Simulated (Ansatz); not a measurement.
Ansatz (an electronic-structure program) input (B3LYP-D3(BJ)/def2-TZVP):

Ansatz 0.2 input:
```yaml
crystal:
  periodic: [false, false, false]
  atoms:
    - {symbol: C, position_ang: [1.63066740, -0.40292097, -0.46784636]}
    - {symbol: C, position_ang: [0.69134445, 0.10459304, 0.25486181]}
    - {symbol: C, position_ang: [-0.70519534, 0.42752321, -0.23840722]}
    - {symbol: O, position_ang: [-1.70017305, -0.22551213, 0.51612856]}
    - {symbol: H, position_ang: [2.64632963, -0.70896913, -0.39372422]}
    - {symbol: H, position_ang: [0.80530997, 0.32244334, 1.32431792]}
    - {symbol: H, position_ang: [-0.79042621, 0.17659935, -1.30337199]}
    - {symbol: H, position_ang: [-0.89771421, 1.49678969, -0.10944017]}
    - {symbol: H, position_ang: [-1.58386389, -1.17767456, 0.42396363]}
basis:
  gaussian:
    orbitals: def2-TZVP
hamiltonian:
  xc: b3lyp
  dispersion: d3bj
magnetization: {spin_polarized: true, initial_magnetization: 1}
relax: {f_tol: 0.002, max_steps: 150}
```

Output:

```
Functional definition: B3LYP
integrals: 0.05 GiB planned
911 factors; their error is unknown
mean field: 0.72 GiB planned
mean field evaluation 1: about -5230.5869 eV, gradient 4.3e1 eV
mean field evaluation 2: about -5224.7730 eV, gradient 5.8e1 eV
mean field evaluation 4: about -5238.5390 eV, gradient 3.3e0 eV
mean field evaluation 8: about -5238.5953 eV, gradient 1.1e-1 eV
mean field evaluation 16: about -5238.5837 eV, gradient 7.8e-4 eV
mean field -5238.58367789 eV, -192.5143993230 hartree, gradient 3.7e-5 eV, S^2 0.758491; 0 other end points of the search recorded, 0 dependent functions left out
the calculation of the forces begins
reference -5238.58392546 eV, -192.5144084209 hartree; 16, 15 occupied and 138, 139 virtual orbitals, 911 factors
relax step   1: F+E_penalty+E_count = -5238.82237781 eV  Δ(F+E_penalty+E_count) = +0.000e0 eV  max|allowed force component| = 9.510e-1 eV/Å  Δτ_max = 0.0000 Å  (34 SCF iters, accepted)
these checks for a lower state are left out or cut short: starts, cluster_reference, orbital_swaps, neighbouring_geometries, increment
integrals: 0.05 GiB planned
911 factors; their error is unknown
mean field: 0.72 GiB planned
mean field -5238.60077688 eV, -192.5150276991 hartree, gradient 1.8e-5 eV, S^2 0.758807; 0 other end points of the search recorded, 0 dependent functions left out
the calculation of the forces begins
reference -5238.60102432 eV, -192.5150367926 hartree; 16, 15 occupied and 138, 139 virtual orbitals, 911 factors
relax step   2: F+E_penalty+E_count = -5238.83906369 eV  Δ(F+E_penalty+E_count) = -1.669e-2 eV  max|allowed force component| = 4.064e-1 eV/Å  Δτ_max = 0.0148 Å  (39 SCF iters, accepted)
these checks for a lower state are left out or cut short: starts, cluster_reference, orbital_swaps, neighbouring_geometries, increment
integrals: 0.05 GiB planned
911 factors; their error is unknown
mean field: 0.72 GiB planned
mean field evaluation 32: about -5238.6052 eV, gradient 2.7e-4 eV
mean field -5238.60524140 eV, -192.5151917673 hartree, gradient 1.7e-5 eV, S^2 0.758974; 0 other end points of the search recorded, 0 dependent functions left out
the calculation of the forces begins
reference -5238.60548856 eV, -192.5152008504 hartree; 16, 15 occupied and 138, 139 virtual orbitals, 911 factors
relax step   3: F+E_penalty+E_count = -5238.84346626 eV  Δ(F+E_penalty+E_count) = -4.403e-3 eV  max|allowed force component| = 9.370e-2 eV/Å  Δτ_max = 0.0178 Å  (39 SCF iters, accepted)
these checks for a lower state are left out or cut short: starts, cluster_reference, orbital_swaps, neighbouring_geometries, increment
integrals: 0.05 GiB planned
911 factors; their error is unknown
mean field: 0.72 GiB planned
mean field -5238.60512019 eV, -192.5151873128 hartree, gradient 1.9e-5 eV, S^2 0.758882; 0 other end points of the search recorded, 0 dependent functions left out
the calculation of the forces begins
reference -5238.60536702 eV, -192.5151963836 hartree; 16, 15 occupied and 138, 139 virtual orbitals, 911 factors
relax step   4: F+E_penalty+E_count = -5238.84384869 eV  Δ(F+E_penalty+E_count) = -3.824e-4 eV  max|allowed force component| = 7.255e-2 eV/Å  Δτ_max = 0.0193 Å  (38 SCF iters, accepted)
these checks for a lower state are left out or cut short: starts, cluster_reference, orbital_swaps, neighbouring_geometries, increment
integrals: 0.05 GiB planned
911 factors; their error is unknown
mean field: 0.72 GiB planned
mean field -5238.60643425 eV, -192.5152356035 hartree, gradient 2.4e-5 eV, S^2 0.758959; 0 other end points of the search recorded, 0 dependent functions left out
the calculation of the forces begins
reference -5238.60668103 eV, -192.5152446729 hartree; 16, 15 occupied and 138, 139 virtual orbitals, 911 factors
relax step   5: F+E_penalty+E_count = -5238.84482566 eV  Δ(F+E_penalty+E_count) = -9.770e-4 eV  max|allowed force component| = 5.157e-2 eV/Å  Δτ_max = 0.0105 Å  (39 SCF iters, accepted)
these checks for a lower state are left out or cut short: starts, cluster_reference, orbital_swaps, neighbouring_geometries, increment
integrals: 0.05 GiB planned
911 factors; their error is unknown
mean field: 0.72 GiB planned
mean field -5238.60657802 eV, -192.5152408870 hartree, gradient 2.1e-5 eV, S^2 0.758944; 0 other end points of the search recorded, 0 dependent functions left out
the calculation of the forces begins
reference -5238.60682476 eV, -192.5152499548 hartree; 16, 15 occupied and 138, 139 virtual orbitals, 911 factors
relax step   6: F+E_penalty+E_count = -5238.84499677 eV  Δ(F+E_penalty+E_count) = -1.711e-4 eV  max|allowed force component| = 1.367e-2 eV/Å  Δτ_max = 0.0061 Å  (39 SCF iters, accepted)
these checks for a lower state are left out or cut short: starts, cluster_reference, orbital_swaps, neighbouring_geometries, increment
integrals: 0.05 GiB planned
911 factors; their error is unknown
mean field: 0.72 GiB planned
mean field -5238.60659938 eV, -192.5152416723 hartree, gradient 2.1e-5 eV, S^2 0.758940; 0 other end points of the search recorded, 0 dependent functions left out
the calculation of the forces begins
reference -5238.60684606 eV, -192.5152507374 hartree; 16, 15 occupied and 138, 139 virtual orbitals, 911 factors
relax step   7: F+E_penalty+E_count = -5238.84506086 eV  Δ(F+E_penalty+E_count) = -6.409e-5 eV  max|allowed force component| = 9.436e-3 eV/Å  Δτ_max = 0.0053 Å  (39 SCF iters, accepted)
these checks for a lower state are left out or cut short: starts, cluster_reference, orbital_swaps, neighbouring_geometries, increment
integrals: 0.05 GiB planned
911 factors; their error is unknown
mean field: 0.72 GiB planned
mean field evaluation 64: about -5238.6178 eV, gradient 4.0e-1 eV
mean field -5238.60659411 eV, -192.5152414786 hartree, gradient 2.2e-5 eV, S^2 0.758944; 0 other end points of the search recorded, 0 dependent functions left out
the calculation of the forces begins
reference -5238.60684073 eV, -192.5152505415 hartree; 16, 15 occupied and 138, 139 virtual orbitals, 911 factors
relax step   8: F+E_penalty+E_count = -5238.84507796 eV  Δ(F+E_penalty+E_count) = -1.709e-5 eV  max|allowed force component| = 5.235e-3 eV/Å  Δτ_max = 0.0050 Å  (39 SCF iters, accepted)
these checks for a lower state are left out or cut short: starts, cluster_reference, orbital_swaps, neighbouring_geometries, increment
integrals: 0.05 GiB planned
911 factors; their error is unknown
mean field: 0.72 GiB planned
mean field -5238.60658943 eV, -192.5152413064 hartree, gradient 2.1e-5 eV, S^2 0.758943; 0 other end points of the search recorded, 0 dependent functions left out
the calculation of the forces begins
reference -5238.60683603 eV, -192.5152503689 hartree; 16, 15 occupied and 138, 139 virtual orbitals, 911 factors
relax step   9: F+E_penalty+E_count = -5238.84508138 eV  Δ(F+E_penalty+E_count) = -3.430e-6 eV  max|allowed force component| = 1.378e-3 eV/Å  Δτ_max = 0.0018 Å  (39 SCF iters, accepted)
integrals: 0.05 GiB planned
911 factors; their error is unknown
mean field: 0.72 GiB planned
mean field evaluation 96: about -5238.6066 eV, gradient 2.3e-2 eV
mean field -5238.60658943 eV, -192.5152413064 hartree, gradient 2.1e-5 eV, S^2 0.758943; 1 other end points of the search recorded, 0 dependent functions left out
the calculation of the forces begins
reference -5238.60683603 eV, -192.5152503689 hartree; 16, 15 occupied and 138, 139 virtual orbitals, 911 factors
Total energy: -5238.84532799 eV, -192.5240147866 hartree
Atom 0 at     1.619360    -0.418558    -0.470677 Å, force     0.001314     0.000043     0.000515 eV/Å
Atom 1 at     0.673358     0.115924     0.250143 Å, force    -0.000379     0.000265    -0.001378 eV/Å
Atom 2 at    -0.713935     0.437495    -0.243553 Å, force     0.000283    -0.000092     0.000381 eV/Å
Atom 3 at    -1.711674    -0.245040     0.510005 Å, force    -0.000921     0.000152    -0.000115 eV/Å
Atom 4 at     2.643849    -0.735536    -0.359863 Å, force    -0.001226    -0.000166    -0.000691 eV/Å
Atom 5 at     0.850455     0.338124     1.307126 Å, force     0.000188     0.000436     0.000859 eV/Å
Atom 6 at    -0.791981     0.212777    -1.311361 Å, force     0.000844    -0.000378     0.000078 eV/Å
Atom 7 at    -0.921875     1.499680    -0.102712 Å, force    -0.000104     0.000094     0.000333 eV/Å
Atom 8 at    -1.551277    -1.191993     0.427373 Å, force     0.000000    -0.000354     0.000019 eV/Å
Dipole moment:     0.259714    -0.117101    -0.031059 e Å
```

It need not be the lowest isomer of its formula.
